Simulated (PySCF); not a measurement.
AlGeH5O3, SMILES [O]([Al]([OH])[OH])[GeH3]. Atoms are numbered in the order given.

```xyz
10

Ge     1.7212    -0.1010     0.2627
O      0.0136    -0.5084     0.1360
Al    -1.5363     0.0730    -0.2303
O     -1.8346     1.6706    -0.7150
O     -2.8878    -0.9452    -0.1233
H      1.9097     1.3847    -0.1096
H      2.1731    -0.3420     1.7113
H      2.5080    -0.9917    -0.7112
H     -1.1826     2.3640    -0.8225
H     -2.8430    -1.8664     0.1382
```

Geometry: ωB97X-D3(BJ)/def2-SVP. The structure was generated by enumeration; whether it is a known compound was not checked. Other conformers were not sampled.

Two levels are set side by side: PBE/pcSseg-1 (PySCF) and PBE0/pcSseg-1 (PySCF). GIAO shifts against GeH4 (⁷³Ge), H2O (¹⁷O), TMS (¹H) at the same level; non-relativistic, no solvent, atoms listed together averaged. Differences are taken from unrounded values.

```csv
quantity,PBE0
δ(⁷³Ge) of Ge1 (ppm),243.1
δ(¹⁷O) of O2 (ppm),-2.5
"δ(¹⁷O) of O4, O5 (ppm)",0.3
"δ(¹H) of H6, H7, H8 (ppm)",5.40
"δ(¹H) of H9, H10 (ppm)",1.36
```

**Question.** What does PBE give, and how far is it from PBE0? (An estimate is asked for; the answer gives what the named calculation found.)

**Answer.** 
```tsv
quantity	PBE	PBE minus PBE0
δ(⁷³Ge) of Ge1 (ppm)	262.6	19.5
δ(¹⁷O) of O2 (ppm)	12.2	14.7
δ(¹⁷O) of O4, O5 (ppm)	5.4	5.0
δ(¹H) of H6, H7, H8 (ppm)	5.62	0.22
δ(¹H) of H9, H10 (ppm)	1.25	-0.11
```

Rough cost on one machine, each run with all the roots and properties that it gave: PBE0 against PBE within a factor of 2.
